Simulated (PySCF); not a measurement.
Species: C2H7BGeO3.
SMILES: `[GeH3][O]B1OCCO1`

All values: CAM-B3LYP/def2-SVPD (PySCF, non-relativistic), on one gas-phase PBE0-D3(BJ)/def2-SVP geometry that isn't relaxed in the solvent. The solvent is an IEF-PCM continuum (cavity from Bondi-type radii × 1.2), and excitations are vertical TDDFT with non-equilibrium linear response and a frozen core. Specific hydrogen bonds and non-electrostatic terms are outside this model. Spin–orbit coupling is left out although an atom past zinc is present.

Gas-phase singlets (H = HOMO, L = LUMO):

```
state  E (eV)  λ (nm)      f           leading configurations
   S1   7.090     175  0.000                          H→L 82%
   S2   7.474     166  0.001           H-1→L 74%, H-1→L+1 11%
   S3   7.896     157  0.024           H-2→L 65%, H-2→L+1 19%
   S4   7.942     156  0.000  H→L+2 61%, H→L+1 17%, H→L+5 10%
   S5   8.144     152  0.022           H-1→L+1 63%, H-1→L 14%
```

Question: How does the list change in acetonitrile (ε = 35.69)?

Answer: 
```csv
state,E (eV),λ (nm),f,leading configurations,change by rank (eV)
S1,7.066,175,0.000,H→L 84%,-0.024
S2,7.532,165,0.000,"H-1→L 77%, H-1→L+1 10%",+0.058
S3,7.939,156,0.025,"H-2→L 66%, H-2→L+1 16%, H-2→L+2 9%",+0.043
S4,8.155,152,0.000,"H→L+2 49%, H→L+1 27%",+0.213
S5,8.220,151,0.023,"H-1→L+1 51%, H→L+3 13%, H-1→L 10%",+0.076
```

Question: How do the frontier levels move from gas to acetonitrile?

Answer: 
```tsv
orbital	gas (eV)	solvent (eV)	change (eV)
LUMO+2	1.45	1.68	+0.23
LUMO+1	0.91	1.05	+0.14
LUMO	0.65	0.62	-0.03
HOMO	-9.42	-9.38	+0.04
HOMO-1	-10.11	-10.18	-0.07
HOMO-2	-10.59	-10.64	-0.05
HOMO-3	-11.06	-11.01	+0.05
```

The HOMO–LUMO gap goes from 10.07 to 10.00 eV.

The values belong to the conformer `[GeH3:1][O:2][B:3]1[O:4][CH2:5][CH2:6][O:7]1`: Ge1–O2–B3–O4 179°.
